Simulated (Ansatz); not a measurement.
`[Cl][GeH]([Cl])[Cl]` + `[SiH3][SnH2][SH]` → `[SH][GeH]([Cl])[Cl]` + `[SiH3][SnH2][Cl]` at 700 K and 1 bar (redistribution).

Isolated molecules relaxed with PBE0-D4/def2-TZVP in Ansatz; ΔE leaves out vibrations. CBS: MP2 limit from def2 TZ/QZ plus the TZ coupled-cluster correction, frozen cores. Elements past krypton have def2 core potentials. For Ge, Sn outer-core shells are correlated without core-valence functions, which leaves a few kJ/mol of doubt a bond. Scalar relativity is left out up to krypton. One conformer a species, not always the lowest.

```
              species  CCSD(T)/CBS energy (Eh)  H − E (kJ/mol)  S (J/(mol·K))
`[Cl][GeH]([Cl])[Cl]`              -3456.16971            86.7          406.4
   `[SiH3][SnH2][SH]`               -904.49804           201.4          488.0
`[SH][GeH]([Cl])[Cl]`              -3394.75336           115.5          442.9
   `[SiH3][SnH2][Cl]`               -965.91856           172.8          455.4
```

H − E and S are ideal-gas, rigid-rotor, harmonic terms from PBE0-D4/def2-TZVP, for one conformer and one mirror image of each species. 1 Eh = 2625.50 kJ/mol, R = 8.31446 J/(mol·K).

Q: By hand: ΔE, ΔH, ΔS and ΔG.

A: ΔE = (-3394.75336) + (-965.91856) − (-3456.16971) − (-904.49804) = -0.00417 Eh = -10.9 kJ/mol. Δ(H − E) = 115.5 + 172.8 − 86.7 − 201.4 = 0.2, so ΔH = -10.7 kJ/mol. ΔS = 442.9 + 455.4 − 406.4 − 488.0 = 3.9 J/(mol·K). ΔG = -10.7 − 700 × (3.9)/1000 = -13.4 kJ/mol.

Q: By hand: the equilibrium constant, and the temperature at which ΔG would vanish if ΔH and ΔS stayed fixed.

A: log₁₀ K = −ΔG/(RT ln 10) = 1.0. ΔH and −TΔS have one sign here, so there is no such temperature. One of them is within its doubt of zero, so this could turn.

The number of gas molecules stays the same, so ΔS is small and ΔH decides. A doubt of 5 kJ/mol in ΔE shifts log₁₀ K by 0.4 here. Other conformers and mirror images would add mixing entropy, several J/(mol·K) or more a flexible species. Modes under 60 cm⁻¹, often nearly free rotors, make the harmonic entropy too high. These are equilibria of isolated gas molecules and say nothing of rates. Largest T1 diagnostic: 0.013 (customary marks: 0.02 for closed shells, 0.045 for open ones).
